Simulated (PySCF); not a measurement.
## Ionisation energy of Pm¹⁷⁺ by level of theory

Pm¹⁷⁺ [Kr] 4d8 (3F) → Pm¹⁸⁺ [Kr] 4d7 (4F), as a difference of total energies. Computed with PySCF 2.14 in an uncontracted even-tempered set (20 s from 0.86 bohr⁻², ratio 2.5; 15 p from 1.1 bohr⁻², ratio 2.5; 10 d from 1.1 bohr⁻², ratio 2.5; 4 f from 6.7 bohr⁻², ratio 2.7; 4 g from 10 bohr⁻², ratio 2.7), with the spin-free X2C one-electron Hamiltonian (Gaussian nucleus). The calculations carry no spin-orbit coupling.

| method | ionisation energy (eV) |
| --- | --- |
| UHF | 498.85 |
| B3LYP | 500.48 |
| M06 | 501.06 |

Spin-orbit coupling is strong in these open shells (close to jj coupling). The scalar numbers leave it out and a first-order estimate fails, so it can dominate the gap to the real levels.

Breit and QED terms and the two-electron picture change are absent.

For comparison: 497 ± 3 eV (theoretical estimate listed by NIST; NIST Atomic Spectra Database, ionization energies).
